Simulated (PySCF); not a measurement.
**Frontier orbitals and the lowest excitations**

Species: C₆H₆OS.
Structure used (PBE0-D3(BJ)/def2-SVP), in Å, numbered top down from 1:
```xyz
14
C6H6OS angstrom
C      1.2373    2.1567    0.6901
C      0.8121    1.2871   -0.4661
O      1.0728    1.5691   -1.6154
C      0.0554    0.0537   -0.1587
C     -0.4039   -0.8517   -1.0914
C     -1.0948   -1.9394   -0.5076
C     -1.1523   -1.8463    0.8630
S     -0.3693   -0.4417    1.4445
H      1.8935    1.5947    1.3738
H      1.7722    3.0326    0.3038
H      0.3613    2.4842    1.2723
H     -0.2289   -0.7032   -2.1577
H     -1.5362   -2.7634   -1.0698
H     -1.6194   -2.5393    1.5626
```

Level of theory: TDDFT PBE0/def2-SVPD, vertical, gas phase, core orbitals frozen in the response in PySCF 2.14.0, density-fitted response routines.

Frontier orbitals with the atoms that hold most of them (Löwdin shares over 4%, at most four atoms; ? is withheld):

```
orbital  ε (eV)                           atoms
 LUMO+2    0.30    S8 63%, C7 9%, C4 9%, H14 6%
 LUMO+1    0.29  C6 26%, C7 17%, C2 12%, S8 11%
   LUMO       ?  C2 17%, O3 17%, C7 14%, S8 14%
   HOMO   -7.31                               ?
 HOMO-1   -7.52                               ?
 HOMO-2   -7.73   S8 42%, C6 20%, C5 18%, C7 8%
 HOMO-3  -10.19     S8 56%, C4 9%, C5 8%, C7 8%
```

(1) Which atoms hold the HOMO, and with what shares?

(2) Give the leading atoms of the HOMO-1.

(3) What is the LUMO energy, and the HOMO–LUMO gap?

## Answers

(1) C4 (bonded to 2 C and S) 26%; C7 (bonded to C, S and H) 25%; C5 (bonded to 2 C and H) 13%; C6 (bonded to 2 C and H) 12%.

(2) O3 (bonded to C) 65%; C2 (bonded to 2 C and O) 11%; C1 (bonded to C and 3 H) 10%; C4 (bonded to 2 C and S) 8%. By element: oxygen 65%, carbon 29% or more.

(3) ε(LUMO) = -1.89 eV; the gap is 5.42 eV (0.1993 hartree).

How does S1 compare with the orbital gap of 5.42 eV?

S1 is at 3.83 eV (f = 0.0002), 1.59 eV below the gap, made of HOMO-1→LUMO (95%). Its leading pair isn't HOMO and LUMO; the energies of that pair differ by 5.63 eV. 

One configuration dominates each of S1, S2 and S3. Which, and how do the shares of the two leading atoms of either orbital change from the occupied to the empty one?

- S1 (3.83 eV, f 0.0002), HOMO-1→LUMO (95%): O3 65% → 17%, C2 11% → 17%
- S2 (4.83 eV, f 0.224), HOMO→LUMO (83%): C4 26% → at most 14%, C7 25% → 14%, C2 at most 13% → 17%, O3 at most 13% → 17%
- S3 (5.03 eV, f 0.072), HOMO-2→LUMO (82%): S8 42% → 14%, C6 20% → at most 14%, C2 at most 9% → 17%, O3 at most 9% → 17%

Löwdin shares depend on the basis, the more so with diffuse functions.

Time: 3.9 min. Hardware: an Arm Neoverse V1 with one thread (shared host).

One conformer stands for the species.
